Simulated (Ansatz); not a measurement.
Input (CCSDT(Q)/cc-pVDZ; Ansatz, a program for electronic structure):

Ansatz 0.2 input:
```yaml
crystal:
  periodic: [false, false, false]
  atoms:
    - {symbol: B, position_ang: [-0.68213104, 0.70749648, -0.92333388]}
    - {symbol: H, position_ang: [-1.36761745, 0.20054541, -1.76169640]}
    - {symbol: O, position_ang: [-0.46266938, 1.95376886, -0.73459602]}
    - {symbol: Se, position_ang: [0.22270031, -0.58277382, 0.32730301]}
    - {symbol: H, position_ang: [0.90781707, 0.44613105, 1.12683166]}
basis:
  gaussian:
    orbitals: cc-pVDZ
magnetization: {spin_polarized: true, initial_magnetization: 1}
correlation: {method: ccsdt_q, electrons: outside_noble_gas}
```

Output:

```
Functional definition: HF
integrals: 0.09 GiB planned
1242 factors; integrals over basis functions are off by at most 1.9e-7 eV
mean field: 0.39 GiB planned
mean field evaluation 1: about -68036.5227 eV, gradient 3.3e1 eV
mean field evaluation 2: about -68036.5808 eV, gradient 3.3e1 eV
mean field evaluation 4: about -68041.8660 eV, gradient 2.9e0 eV
mean field evaluation 8: about -68042.0401 eV, gradient 7.0e-1 eV
mean field evaluation 16: about -68042.2453 eV, gradient 3.6e-1 eV
mean field evaluation 32: about -68042.4048 eV, gradient 1.0e0 eV
mean field evaluation 64: about -68042.2315 eV, gradient 2.2e0 eV
mean field evaluation 96: about -68041.9271 eV, gradient 3.6e0 eV
mean field evaluation 128: about -68040.6196 eV, gradient 1.5e1 eV
mean field evaluation 160: about -68042.2944 eV, gradient 3.0e-1 eV
mean field evaluation 192: about -68034.0064 eV, gradient 3.3e-3 eV
mean field evaluation 224: about -68034.1690 eV, gradient 1.8e1 eV
mean field evaluation 256: about -68043.4858 eV, gradient 7.3e-1 eV
mean field evaluation 288: about -68043.5096 eV, gradient 7.3e-4 eV
mean field evaluation 320: about -68036.7195 eV, gradient 2.3e-2 eV
mean field evaluation 352: about -68036.4624 eV, gradient 1.0e-1 eV
mean field evaluation 384: about -68034.6512 eV, gradient 3.0e0 eV
mean field evaluation 416: about -68034.0064 eV, gradient 1.1e-3 eV
mean field evaluation 448: about -68043.5095 eV, gradient 7.0e-2 eV
mean field -68043.50964909 eV, -2500.5528580567 hartree, gradient 1.3e-6 eV, S^2 0.771783; 8 other end points of the search recorded, 0 dependent functions left out
determinant -68043.50964909 eV, -2500.5528580567 hartree, with singles and doubles -68054.02474450 eV, -2500.9392806855 hartree
determinant -68042.30834061 eV, -2500.5087107842 hartree, with singles and doubles -68053.06614103 eV, -2500.9040526579 hartree
16 core orbitals not correlated
reference -68043.50964909 eV, -2500.5528580567 hartree; 9, 8 occupied and 40, 41 virtual orbitals, 1242 factors
second order -9.35270681 eV of doubles, -0.00000000 eV of singles
coupled cluster: 1.41 GiB planned
cycle   1  -9.98455582 eV  change   -6.3e-1 eV  update   1.1e-1
cycle   2  -10.49232294 eV  change   -5.1e-1 eV  update   4.9e-2
cycle   3  -10.82630733 eV  change   -3.3e-1 eV  update   4.0e-2
cycle   4  -10.83736820 eV  change   -1.1e-2 eV  update   2.3e-2
cycle   5  -10.85661488 eV  change   -1.9e-2 eV  update   1.6e-2
cycle   6  -10.88847510 eV  change   -3.2e-2 eV  update   6.8e-3
cycle   7  -10.89015121 eV  change   -1.7e-3 eV  update   3.3e-3
cycle   8  -10.88790690 eV  change    2.2e-3 eV  update   1.6e-3
cycle   9  -10.89039799 eV  change   -2.5e-3 eV  update   9.7e-4
cycle  10  -10.88944249 eV  change    9.6e-4 eV  update   5.8e-4
cycle  11  -10.88985709 eV  change   -4.1e-4 eV  update   3.7e-4
cycle  12  -10.88989126 eV  change   -3.4e-5 eV  update   2.0e-4
cycle  13  -10.88983232 eV  change    5.9e-5 eV  update   1.1e-4
cycle  14  -10.88988520 eV  change   -5.3e-5 eV  update   6.0e-5
cycle  15  -10.88996241 eV  change   -7.7e-5 eV  update   3.1e-5
cycle  16  -10.88999949 eV  change   -3.7e-5 eV  update   1.9e-5
cycle  17  -10.89000668 eV  change   -7.2e-6 eV  update   8.9e-6
cycle  18  -10.88999804 eV  change    8.6e-6 eV  update   5.1e-6
cycle  19  -10.88998927 eV  change    8.8e-6 eV  update   2.7e-6
cycle  20  -10.88998941 eV  change   -1.4e-7 eV  update   1.3e-6
perturbative correction -0.03268405 eV, -0.0012011167 hartree
Total energy: -68054.43232255 eV, -2500.9542589026 hartree
```
